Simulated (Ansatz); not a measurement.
`C[SiH2]/C(Cl)=C\F` → `C/C(Cl)=C(\F)[SiH3]`  (isomerisation)

Gas-phase electronic energies from Ansatz, PBE0-D4/def2-TZVP geometries. CCSD(T)/CBS adds triple-zeta CCSD(T) − MP2 to the extrapolated MP2 energy (def2 sets, frozen cores). Double bonds are as drawn, so ΔE can hold a change between cis and trans. Functionals use def2-TZVPP. B3LYP here is the variant with VWN-RPA as its local correlation; programs differ in this. One conformer a species, not always the lowest.

Problem. Is it downhill or uphill in electronic energy at CCSD(T)/CBS, and by how much? (An estimate is asked.)

Solution. The calculation gave: Uphill: ΔE = +34.9 kJ/mol.

Problem. What do these levels give: PBE-D4, r2SCAN-D4, PBE0-D4, PBE, B3LYP, SCS-MP2/def2-TZVPP, CCSD/def2-TZVPP, CCSD(T)/def2-TZVPP, HF/def2-QZVPP, HF/CBS(def2), MP2/CBS(def2), CCSD/CBS(def2)? (An estimate is asked.)

Solution. The calculation gave: PBE-D4 31.9, r2SCAN-D4 34.3, PBE0-D4 34.0, PBE 32.5, B3LYP 34.7, SCS-MP2/def2-TZVPP 34.4, CCSD/def2-TZVPP 35.9, CCSD(T)/def2-TZVPP 34.8, HF/def2-QZVPP 38.3, HF/CBS(def2) 38.3, MP2/CBS(def2) 35.6, CCSD/CBS(def2) 36.0 kJ/mol.

Largest T1 diagnostic among the species: 0.012.
